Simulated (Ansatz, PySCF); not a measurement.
Pair of molecules: SiH4 (SMILES [SiH4]) (first 5 atoms) with PH3 (SMILES P); geometry from B3LYP-D3(BJ)/def2-TZVP.
(charge 0, multiplicity 1):
```xyz
9

Si    -0.2272    -0.0171     0.0045
H     -0.5467     1.3454     0.4845
H     -1.1557    -0.9899     0.6214
H      1.1644    -0.3583     0.3739
H     -0.3711    -0.0660    -1.4688
P      0.1683     0.1178     4.0995
H      0.8747     0.9822     3.2247
H      0.4624    -1.0372     3.3307
H     -1.0728     0.3370     3.4493
```

Basis-set superposition error: the interaction energy with monomers in their own basis, and in the dimer's basis (counterpoise).

Run with Ansatz (Gaussian orbitals); PySCF for 6-31G* rows. Values without a source in brackets are computed.

| level | uncorrected (meV) | counterpoise (meV) | difference |
|---|---|---|---|
| HF/6-31G* | 32.4 | 42.6 | 10.2 |
| PBE/def2-TZVPPD | -9.8 | -6.8 | 3.0 |
| B97M-V/def2-TZVPPD | -44.2 | -41.2 | 3.0 |
| B3LYP/def2-TZVPPD | 28.4 | 31.2 | 2.8 |
| BHLYP/def2-TZVPPD | 13.4 | 15.8 | 2.4 |
| wB97X-V/def2-TZVPPD | -44.2 | -41.8 | 2.4 |
| SCS-MP2/aug-cc-pV(D+d)Z | -44.5 | -12.7 | 31.7 |
| SCS-MP2/aug-cc-pV(T+d)Z | -36.5 | -21.2 | 15.3 |
| SCS-MP2/aug-cc-pV(Q+d)Z | -28.8 | -23.5 | 5.4 |
| CCSD/aug-cc-pV(D+d)Z | -49.1 | -19.7 | 29.5 |

The error is largest for SCS-MP2/aug-cc-pV(D+d)Z (31.7 meV) and smallest for wB97X-V/def2-TZVPPD (2.4 meV).

Ansatz is a quantum-chemistry and plane-wave program.
